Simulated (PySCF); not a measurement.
Ga(OH)(OMe)(NH2) (CH6GaNO2), SMILES [Ga]([NH2])([OH])[O]C.

The structure is a stationary point at PBE0-D3(BJ)/def2-SVP. The structure was generated by enumeration; whether it is a known compound was not checked. Other conformers were not sampled.

Computed with C-PCM-B3LYP/def2-SVP in PySCF.

The values are the electrostatic part of the solvation free energy, E(continuum) − E(gas) at the gas-phase geometry, in a cavity of scaled van der Waals radii (PySCF's table); cavitation and dispersion terms are not included. A continuum can't describe solvent molecules that bind to the metal. In vacuum the orbital gap is 6.44 eV. The dipole moment in vacuum is 3.65 D.

Computed values in water (ε = 78.36), dimethylsulfoxide (ε = 46.83), methanol (ε = 32.61):
```tsv
solvent	ε	ΔG(elec) (kcal/mol)	dipole (D)	gap (eV)
water	78.36	-9.5	4.58	6.43
dimethylsulfoxide	46.83	-9.4	4.57	6.43
methanol	32.61	-9.3	4.56	6.43
```
